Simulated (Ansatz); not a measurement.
Ag3Cl4⁻, relaxed as a singlet with RKS PBE-D4/def2-SVPD in Ansatz, starting from the GFN1-xTB geometry. Force threshold 0.02 eV/Å.

In the def2 sets Ag takes a core potential; there is no spin–orbit coupling. The relaxation made no stability test and no search for a lower SCF solution. No other spin state of charge -1 was run. The structure comes from a short search, and lower isomers may exist.

Start:

Cartesian coordinates in Å:
```
Ag 0.364 -1.515 -0.610
Ag 0.175 2.566 -0.449
Ag -0.705 0.512 1.305
Cl -0.810 -1.840 1.776
Cl -1.001 3.010 1.673
Cl 1.023 -3.523 -1.843
Cl 0.954 0.789 -1.853
```

| step | energy (eV) | largest force component (eV/Å) | SCF passes |
| --- | --- | --- | --- |
| 1 | -62063.3107 | 0.341 | 20 |
| 2 | -62063.4103 | 0.243 | 19 |
| 3 | -62063.4890 | 0.164 | 25 |
| 4 | -62063.5198 | 0.058 | 25 |
| 5 | -62063.5226 | 0.030 | 19 |
| 6 | -62063.5267 | 0.057 | 19 |
| 7 | -62063.5302 | 0.072 | 25 |
| 8 (rejected) | -62063.5295 | 0.105 | 19 |
| 9 | -62063.5331 | 0.008 | 19 |

Force components are those of the run's own axes.

End:

```
atom   x (Å)   y (Å)   z (Å)
 Ag1   0.492  -1.665  -0.836
 Ag2   0.085   2.199  -0.300
 Ag3  -0.984   0.758   1.855
 Cl4  -0.697  -1.560   1.552
 Cl5  -1.007   3.198   1.652
 Cl6   1.093  -3.690  -2.012
 Cl7   1.019   0.760  -1.911
```

By distances, no bond broke or formed, bridged metal pairs apart. The bond that changes most is Ag3–Cl5, from 2.54 to 2.45 Å (atoms count from 1). Metal–metal contacts that move far: Ag1–Ag3 2.99 to 3.91 Å. The end is the same structure that another start reached.

No frequencies were taken in this run, so the end may be a saddle point.

It took 28 s on 4 threads of Arm Neoverse V2 on a shared host.
